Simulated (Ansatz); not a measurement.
`B[C](=C)[AlH][F]` + H₂ → `B[C](=C)[AlH2]` + H–F at 600 K and 1 bar (hydrogenolysis of the Al–F bond).

Computed with Ansatz on PBE0-D4/def2-TZVP structures; ΔE is electronic, products minus reactants. CCSD(T)/CBS adds triple-zeta CCSD(T) − MP2 to the extrapolated MP2 energy (def2 sets, frozen cores). This one scheme is used for every species. Each species was taken in one conformer, which may not be the lowest.

```json
{"species": "`B[C](=C)[AlH][F]`", "CCSD(T)/CBS energy (Eh)": "-445.74843", "H − E (kJ/mol)": "225.0", "S (J/(mol·K))": "451.8"}
{"species": "H₂", "CCSD(T)/CBS energy (Eh)": "-1.17544", "H − E (kJ/mol)": "43.9", "S (J/(mol·K))": "150.8"}
{"species": "`B[C](=C)[AlH2]`", "CCSD(T)/CBS energy (Eh)": "-346.46179", "H − E (kJ/mol)": "230.9", "S (J/(mol·K))": "420.8"}
{"species": "H–F", "CCSD(T)/CBS energy (Eh)": "-100.39570", "H − E (kJ/mol)": "42.3", "S (J/(mol·K))": "194.0"}
```

H − E and S are ideal-gas, rigid-rotor, harmonic terms from PBE0-D4/def2-TZVP, for one conformer and one mirror image of each species. The MP2-based limit puts H₂ 0.8 mEh under its directly extrapolated value; such offsets cancel only in part. 1 Eh = 2625.50 kJ/mol, R = 8.31446 J/(mol·K).

**Question.** By hand: ΔE, ΔH, ΔS and ΔG.

**Answer.** ΔE = (-346.46179) + (-100.39570) − (-445.74843) − (-1.17544) = 0.06638 Eh = 174.3 kJ/mol. Δ(H − E) = 230.9 + 42.3 − 225.0 − 43.9 = 4.3, so ΔH = 178.6 kJ/mol. ΔS = 420.8 + 194.0 − 451.8 − 150.8 = 12.2 J/(mol·K). ΔG = 178.6 − 600 × (12.2)/1000 = 171.3 kJ/mol.

**Question.** By hand: the equilibrium constant, and the temperature at which ΔG would vanish if ΔH and ΔS stayed fixed.

**Answer.** log₁₀ K = −ΔG/(RT ln 10) = -14.9. ΔG = 0 at ΔH/ΔS = 14639 K, far beyond where these terms or the molecules hold.

The number of gas molecules stays the same, so ΔS is small and ΔH decides. A doubt of 5 kJ/mol in ΔE shifts log₁₀ K by 0.4 here. Other conformers and mirror images would add mixing entropy, several J/(mol·K) or more a flexible species. Modes under 60 cm⁻¹, often nearly free rotors, make the harmonic entropy too high. These are equilibria of isolated gas molecules and say nothing of rates. Largest T1 diagnostic: 0.012 (customary marks: 0.02 for closed shells, 0.045 for open ones).
